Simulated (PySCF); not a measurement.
CH₈BPSi.
Bonds: B1–P2, P2–Si3, Si3–C4. Hydrogens: H5, H6 on B1; H7 on P2; H8, H9 on Si3; H10, H11, H12 on C4.

Torsions of this conformer, `[BH2:1][PH:2][SiH2:3][CH3:4]`: B1–P2–Si3–C4 173°.

The closed-shell ground state was solved at several levels (PySCF, density fitting, gas phase, non-relativistic). The structure is a single PBE0-D3(BJ)/def2-SVP conformer in the gas phase; no vibrational or solvent corrections.

| level | basis functions | total energy (Eh) | HOMO (eV) | LUMO (eV) | gap (eV) | dipole (D) |
| --- | --- | --- | --- | --- | --- | --- |
| B3LYP/def2-SVPD | 152 | -698.4157 | -7.00 | -1.80 | 5.20 | 1.77 |
| CAM-B3LYP/pcSseg-2 | 270 | -698.6337 | -8.43 | -0.59 | 7.84 | 1.68 |

Task: Estimate the row for PBE0/pcSseg-1, a basis of 122 functions; the other rows only guide the guess.

Result: Total energy -698.2300 Eh, HOMO -7.25 eV, LUMO -1.62 eV, gap 5.63 eV, dipole 1.79 D.

Task: Over all these levels, which gives the widest orbital gap and which the narrowest?

Result: CAM-B3LYP/pcSseg-2 (range-separated hybrid) has the widest, 7.84 eV, and B3LYP/def2-SVPD (global hybrid, 20 % exact exchange) the narrowest, 5.20 eV. Functional and basis both differ between the two, so the spread mixes both effects.

Task: How far do the dipole and the HOMO energy spread over the levels?

Result: The dipole runs from 1.68 to 1.79 D (mean 1.75 D) and the HOMO from -8.43 to -7.00 eV.
